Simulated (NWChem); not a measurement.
Molecule: BGeH$_{5}$; SMILES [BH2][GeH3]

```xyz
7

B      0.0071    -1.7260     0.0015
Ge     0.0100     0.3324     0.0092
H     -1.3959     0.9508     0.1375
H      0.9112     0.9446     1.0993
H      0.5802     0.7874    -1.3557
H      0.9702    -2.3490     0.3798
H     -0.9408    -2.3429    -0.4222
```
Atoms are numbered in this order, from 1.

Results from NWChem. STO-3G and 3-21G are far too small for this property and stand as cheap habits. Structure relaxed at the PBE0/def2-SVP level. GIAO values for the isolated, static molecule; σ is the absolute isotropic shielding, δ = σ(reference) − σ with the isolated reference molecule computed at the same levels (11B: boron trifluoride, 1H: tetramethylsilane).

### Question
What does the run give for Hartree-Fock/STO-3G? Quantities: δ B1 (ppm); σ Ge2 (ppm); δ H3 (rotor mean) (ppm); δ H6 (ppm).

### Answer
```
Item                      Value
-----------------------  ------
δ B1 (ppm)                108.9
σ Ge2 (ppm)              2456.4
δ H3 (rotor mean) (ppm)    1.23
δ H6 (ppm)                 9.53
```
